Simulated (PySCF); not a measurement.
**Question.** Give a PBE0-D3(BJ)/def2-SVP geometry of `Cc1pcpc(Cl)p1`.

**Answer.** 
```
atom  x, y, z in Å
C1     2.2095    0.1483    0.3894
C2     0.7197    0.0173    0.1533
P3     0.0862   -1.5866    0.3974
C4    -1.5988   -1.5133    0.0232
P5    -2.7077   -0.2933   -0.4862
C6    -1.7301    1.1472   -0.5940
Cl7   -2.6420    2.5582   -1.0775
P8    -0.0484    1.5081   -0.3138
H9     2.4728    1.1295    0.8137
H10    2.7635    0.0453   -0.5588
H11    2.5802   -0.6331    1.0702
H12   -2.0931   -2.4874    0.1465
```

Any rigid rotation of these coordinates is as good. Atoms count from 1 in this order. The 8 heavy atoms lie in one plane (0.015 Å rms). The 6-membered ring C2–P3–C4–P5–C6–P8 has internal angles of 104.0° to 136.1° (sum 720°, against 720° for a flat polygon); it is planar, 0.01 Å rms from its mean plane, widest ring torsion 2°. P5 (phosphorus bonded to 2 C) is bent (angle 104.0°).

Bonds between heavy atoms (Å): C1–C2 1.514, C2–P3 1.742, P3–C4 1.728, C4–P5 1.726, P5–C6 1.744, C6–Cl7 1.748, C6–P8 1.743, C2–P8 1.741.

Computed with PBE0-D3(BJ)/def2-SVP geometry optimisation, gas phase (PySCF).

No frequency check.
